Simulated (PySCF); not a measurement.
# A search over the determinants of InF⁺

Unrestricted PBE0; In cc-pVDZ-PP with ECP28, F cc-pVDZ; scalar-relativistic core potentials (PySCF 2.14). Outer shells of the fragments: In+ 4d10 5s2; F 2s2 2p5.

Followed along the bond (rough minima from three points):

| 2Ms+1 | unpaired | ⟨S²⟩ at the start | R at minimum (Å) | Te (eV) |
| --- | --- | --- | --- | --- |
| 2 | σ ↑ | 0.76 | 1.97 | 0.00 |
| 2 | π ↑ | 0.75 | none in the scan | ≤ 1.21 |
| 4 | σ ↑, π ↑↑ | 3.75 | none in the scan | ≤ 6.04 |

Solutions found at the starting distance of 2.105 Å, counted from the lowest of them; the search is not exhaustive and high or unbound solutions are not listed, so other states can lie among these:

```csv
2Ms+1,unpaired,term,E (eV),⟨S²⟩,⟨Lz²⟩,μ (D)
2,σ ↑,²Σ⁺,0.00,0.76,0.00,-3.61
2,π ↑,²Π,1.56,0.75,1.00,0.64
2,π ↑,mixed,5.55,1.09,1.00,-3.26
4,"σ ↑, π ↑↑",mixed,6.18,3.75,2.01,0.43
4,"σ ↑, π ↑↑",mixed,6.27,3.75,2.00,0.47
4,"σ ↑↑, π ↑",⁴Π,7.17,3.75,1.00,-0.02
4,"σ ↑↑, π ↑",⁴Π,7.66,3.75,1.00,1.00
4,σ ↑↑↑,⁴Σ⁺,8.59,3.75,0.00,0.59
```

A term symbol is given only where ⟨S²⟩ and ⟨Lz²⟩ are close to those of a pure state; real π, δ and φ orbitals otherwise mix terms. A positive dipole points towards F; it is taken about the centre of mass and depends on that origin.

Spin–orbit coupling is left out. Counting both spins, an empty level lies below a filled one in some of these solutions, because spin and occupation are held.
